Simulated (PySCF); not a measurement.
This script is equivalent to a calculation on Ar (argon, neutral).

```python
from pyscf import gto, scf, dft, mp, cc
import basis_set_exchange as bse
mol = gto.M(atom="Ar 0 0 0", charge=0, spin=0, symmetry="D2h",
            basis=gto.basis.parse(bse.get_basis("cc-pV(T+d)Z", elements=["Ar"], fmt="nwchem", header=False)))
mf = scf.UHF(mol)
mf.irrep_nelec = {'Ag': (3, 3), 'B1u': (2, 2), 'B2u': (2, 2), 'B3u': (2, 2)}
mf.kernel()
```

(1) What total energy does it give?

(2) Which occupied shell lies highest, and where?

Answers

(1) -526.81313 hartree (calculated).

(2) 3p, at -16.058 eV.
